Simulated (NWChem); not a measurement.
**Plane-wave run on MgBr2 (CdI2 type)**

```yaml
crystal:
  lattice:
    - [3.80160, 0.00000, 0.00000]
    - [-1.90080, 3.29228, 0.00000]
    - [0.00000, 0.00000, 6.13277]
  atoms:
    - { symbol: Mg, position: [0.00000, 0.00000, 0.00000] }
    - { symbol: Br, position: [0.33333, 0.66667, 0.25200] }
    - { symbol: Br, position: [0.66667, 0.33333, 0.74800] }
```

Program: NWChem. Origin of the cell: lattice set by a structure generator, not relaxed at this level; this structure type may not be the compound's usual one.

Norm-conserving pseudopotentials with valence charges Mg 2, Br 7, fixed occupations, no spin-orbit coupling, density cut at twice the wavefunction cutoff.

The filled d shells of Br are in the core.

Level: LDA (Vosko), default library, cutoff 25 Ha, density from a 3×3×3 mesh. Bands run along Γ–M–K–Γ–A–L–H–A with k in units of the cell's reciprocal vectors.

Q: Give the band energies at the labelled points, in eV from the valence-band top.

A: 
```
point                  k  band 5  band 6  band 7  band 8  band 9  band 10
-----  -----------------  ------  ------  ------  ------  ------  -------
Γ      0.000 0.000 0.000   -0.59   -0.16   -0.16    0.00    3.97     5.67
M      0.500 0.000 0.000   -2.04   -1.44   -1.04   -0.54    5.10     6.33
K      0.333 0.333 0.000   -2.43   -1.88   -1.42   -1.42    5.26     8.32
A      0.000 0.000 0.500   -0.45   -0.45   -0.30   -0.30    5.39     5.68
L      0.500 0.000 0.500   -1.19   -1.12   -0.90   -0.86    4.89     6.03
H      0.333 0.333 0.500   -2.95   -2.34   -0.59   -0.59    6.29     6.92
```
Bands up to 8 are filled.
